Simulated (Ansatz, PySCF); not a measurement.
Species: C3H4O, charge 0, multiplicity 1. 
Geometry from a B3LYP-D3(BJ)/def2-TZVP (Ansatz, a program for electronic structure) optimisation:
```
C
H 1 1.0839
H 1 1.0839 2 114.69
C 1 1.4653 2 118.84 3 149.21
O 4 1.1941 1 147.60 2 -73.96
C 4 1.4653 5 147.60 1 180.00
H 6 1.0839 4 118.84 5 -73.96
H 6 1.0839 7 114.69 4 -149.21
```
Charge 0, spin multiplicity 1.

Total electronic energies in hartree. Correlated levels leave the core frozen unless marked. No spin-orbit coupling. No relativistic terms. CBS(X,Y): correlation extrapolated as X^-3; Hartree-Fock from the larger set.

| level | program | energy (Eh) |
|---|---|---|
| HF/aug-cc-pVDZ | Ansatz | -190.75114 |
| B3LYP/def2-TZVPD | Ansatz | ___ |
| PBE0/def2-TZVP | Ansatz | ___ |
| TPSSh/def2-TZVPD | PySCF | -191.96984 |
| HSE06-D3(BJ)/def2-TZVPD | Ansatz + dftd3 | ___ |
| B2GP-PLYP/def2-TZVPD | Ansatz | -191.76155 |
| SCS-MP2/6-31G* | Ansatz | -191.26827 |
| SCS-MP2/cc-pVQZ | Ansatz | -191.56767 |
| CCSD(T)/CBS(cc-pVTZ,cc-pVQZ) | Ansatz | -191.6525 |

### Question
Complete the blanks.

### Answer

- B3LYP/def2-TZVPD, energy (Eh): -191.96274
- PBE0/def2-TZVP, energy (Eh): -191.73674
- HSE06-D3(BJ)/def2-TZVPD, energy (Eh): -191.73003
